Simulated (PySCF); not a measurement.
**Computed structure and properties of [HfF3(H2O)2]+**

System: [HfF3(H2O)2]+ (singlet); start: displaced along the imaginary mode (Cs). Method: PySCF 2.14.0, RKS B3LYP, Hf def2-SVP with ECP60, F def2-SVP, O def2-SVP, H def2-SVP; non-relativistic Hamiltonian with scalar-relativistic core potentials where named; density fitting; no spin-orbit coupling.

Input of the relaxation:

```python
mol = gto.M(atom='''
Hf    -0.02269     0.00000    -0.00649
F     -1.07863     0.00000     1.57466
F     -1.03444     0.00000    -1.61017
F      1.89017    -0.00000    -0.06582
O      0.22072     2.20555     0.08268
H      1.09051     2.64612    -0.02783
H     -0.46680     2.89606     0.25000
O      0.22072    -2.20555     0.08268
H     -0.46680    -2.89606     0.25000
H      1.09051    -2.64612    -0.02783''',
    basis={'Hf': 'def2-SVP', 'F': 'def2-SVP', 'O': 'def2-SVP', 'H': 'def2-SVP'},
    ecp={'Hf': 'def2-SVP'},
    charge=1, spin=0)
mf = dft.RKS(mol, xc='B3LYP')
mf.grids.atom_grid = (50, 194)
mf = mf.density_fit()  # fitting sets: Hf def2-universal-JKFIT, F def2-universal-JKFIT, O def2-universal-JKFIT, H def2-universal-JKFIT
mf.conv_tol = 1e-08; mf.max_cycle = 55
mf.kernel(dm0)  # dm0: converged density of the start geometry
# quasi-Newton relaxation in Cartesian coordinates to a largest gradient under 0.00045 Eh/bohr, steps kept in the point group
```

Run from Python with OMP_NUM_THREADS=2; the lines above give its settings. Where DIIS fails, smearing, a level shift and second-order steps follow.
It took 100 s on 2 threads of Arm Neoverse V1 (shared host), from the converged density of the start.

Course of the relaxation:

```csv
step,energy above end (eV),largest force component within the symmetry (eV/Å)
0,0.0241,0.521
1,0.0112,0.099
2,0.0109,0.014
3,0.0107,0.024
4,0.0104,0.146
5,0.0101,0.178
6,0.0100,0.322
7,0.0069,0.084
12,0.0012,0.050
13,0.0007,0.042
14,0.0006,0.076
15,0.0002,0.044
16,0.0001,0.030
17,0.0000,0.020
```
(The steps between are left out.)

Relaxed geometry (Cs, nearly C2v):

```xyz
10

Hf    0.0304    0.0000   -0.1686
F    -1.1319    0.0000    1.3477
F    -0.8289    0.0000   -1.8552
F     1.9384    0.0000   -0.2407
O     0.2004    2.1844    0.1629
H     0.9412    2.7492   -0.1238
H    -0.4239    2.7346    0.6703
O     0.2004   -2.1844    0.1629
H    -0.4239   -2.7346    0.6703
H     0.9412   -2.7492   -0.1238
```

```
     contact      Å
  Hf1–F2 (F)  1.911
  Hf1–F3 (F)  1.893
  Hf1–F4 (F)  1.909
Hf1–O5 (H2O)  2.216
Hf1–O8 (H2O)  2.216
```

On the finer grid (75, 302):

```yaml
HOMO: -15.54 eV
LUMO: -6.12 eV
Dipole_about_the_centre_of_mass: 2.10 D
Set_of_Mulliken_populations_of_Hf1_outside_the_core_potential: s 2.27, p 6.30, d 1.79, f 0.23
D3_BJ_dispersion_energy_not_in_the_energies: -0.292 eV
```

```tsv
atom	Mulliken (e)	Löwdin (e)	spin (e)
Hf1	1.41	0.51	0.00
F2	-0.33	-0.13	0.00
F3	-0.30	-0.10	0.00
F4	-0.33	-0.13	0.00
O5	-0.28	0.08	0.00
H6	0.27	0.17	0.00
H7	0.27	0.17	0.00
O8	-0.28	0.08	0.00
H9	0.27	0.17	0.00
H10	0.27	0.17	0.00
```

On the grid (50, 194), as all that follows. Harmonic modes: a minimum; lowest 63 cm⁻¹ (negative: unstable), highest 3797 cm⁻¹, zero-point energy 1.515 eV.

Taking off one F (charge -1, singlet; the rest: singlet) in vacuum, both parts rigid, costs 17.54 eV; the small basis without counterpoise inflates it. Most of it is the attraction of opposite charges; other ways to part are cheaper, and one spin state was tried for the rest.

Rigid scan of F along the line from its metal, all other atoms held (where the atom bridges, its other bond changes as well):

(distance to F2 (Å), energy (eV)): (1.61, 2.157), (1.71, 0.803), (1.81, 0.168), (1.91, 0.000), (2.01, 0.126), (2.11, 0.431), (2.31, 1.307), (2.61, 2.781), (3.01, 4.534), (3.51, 6.142)

Taking off one H2O (charge 0, singlet; the rest: singlet) in vacuum, both parts rigid, costs 2.49 eV; the small basis without counterpoise inflates it.

Rigid scan of H2O along the line from its metal, all other atoms held (where the atom bridges, its other bond changes as well):

| distance to O5 (Å) | energy (eV) |
| --- | --- |
| 1.92 | 0.728 |
| 2.02 | 0.272 |
| 2.12 | 0.058 |
| 2.22 | 0.000 |
| 2.32 | 0.040 |
| 2.42 | 0.137 |
| 2.62 | 0.412 |
| 2.92 | 0.848 |
| 3.32 | 1.316 |
| 3.82 | 1.705 |

One start shape was tried, so this needn't be the lowest isomer.
